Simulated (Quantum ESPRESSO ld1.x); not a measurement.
Values are calculated unless marked as measured or tabulated.
The mean radii <r> (bohr) of the occupied orbitals of an atom or ion are listed with their occupations. Code: ld1.x of Quantum ESPRESSO 7.5. Model: scalar-relativistic Kohn-Sham, LDA (Slater exchange, Perdew-Wang correlation), spin-polarised, spherical densities, point nucleus.

orbital  occ.      <r>
1s up       1  0.04556
1s down     1  0.04556
2s up       1   0.2031
2s down     1   0.2031
2p up       3   0.1774
2p down     3   0.1773
3s up       1   0.5947
3s down     1   0.5950
3p up       3   0.6106
3p down     3   0.6108
3d up       5   0.6511
3d down     4   0.6512
4s up       1    1.802
4p up       3    2.244
4p down     2    2.353

Name the element and its charge. Open shells, if any, are filled with parallel spins first.

Answer. Z = 33, arsenic, charge 0: As in [Ar] 3d9 4s1 4p5. The 1s radius gives Z: for a bare nucleus <r> = (2 gamma + 1)/(2Z) with gamma = sqrt(1 - (Z/c)^2), 0.04456 bohr for Z = 33, and screening makes it slightly larger (0.04556 here). The occupations add up to 33, and the charge is Z minus that.
